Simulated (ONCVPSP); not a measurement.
Potentials for Ge compared

Generated with ld1.x 7.5 (TM, RRKJ, ultrasoft, PAW), atompaw 4.2 or ONCVPSP 4.0.1. The cutoff is in Ry: for ld1.x and atompaw files where the sum of valence levels is converged to 10 mRy in a Bessel basis, for ONCV files where the hardest occupied wave has 1 mHa per electron of residual kinetic energy. The error is the largest all-electron minus pseudo excitation energy over each file’s own four to seven test configurations (ionisations up to +4, promotions, holes and added fractions of an electron), all of which were solved. The labels leave out finer settings (local radius, basis sizes, second energies), which also bear on the numbers. Spin-polarised tests are not counted. The rows are a selection from randomly drawn settings: files with unsolved tests, undetermined cutoffs or missed reference levels are left out.

A true bound ghost makes a file unfit for plane-wave use even where its test errors are small: the radial tests pick states by their node count and pass the ghost by.

```csv
potential,cutoff (Ry),largest error (meV),bound ghosts
"ONCV, PBE, scalar-relativistic, rc 1.15/1.00/1.25 (spd), local smoothed, core correction yes, reference 3s2 3p6 3d10 4s2 4p1, qcut 7.9/16.1/12.1, projectors 2/2/2",135,-6.8,none
"ONCV, PBEsol, scalar-relativistic, rc 1.85/2.30/0.95 (spd), local smoothed, core correction no, reference 3d10 4s1.75 4p2.25, qcut 3/4/17.1, projectors 2/2/2",231,-16,s
"ONCV, PBE, scalar-relativistic, rc 1.50/1.00/1.00 (spd), local d, core correction yes, reference 3p6 3d10 4s2 4p1.5, qcut 3.6/17.4/18.2, projectors 3/3/0",236,+2.0,s
```

(1) Fill in the row for Ge: ONCV, PBEsol, non-relativistic, rc 1.90/1.20/1.05 (spd), local smoothed, core correction yes, reference 3p6 3d10 4s2 4p1.5, qcut 3/11.3/18, projectors 2/2/2.

(2) Fill in the row for Ge: ONCV, LDA (Perdew-Wang 92), fully relativistic, rc 1.85/2.30/0.70 (spd), local smoothed, core correction yes, reference 3d10 4s2 4p2, qcut 4.1/3.3/23.9, projectors 3/3/2.

Answers

(1) cutoff 222 Ry, largest error -66 meV, bound ghosts: s.

(2) cutoff 414 Ry, largest error -332 meV, bound ghosts: s.
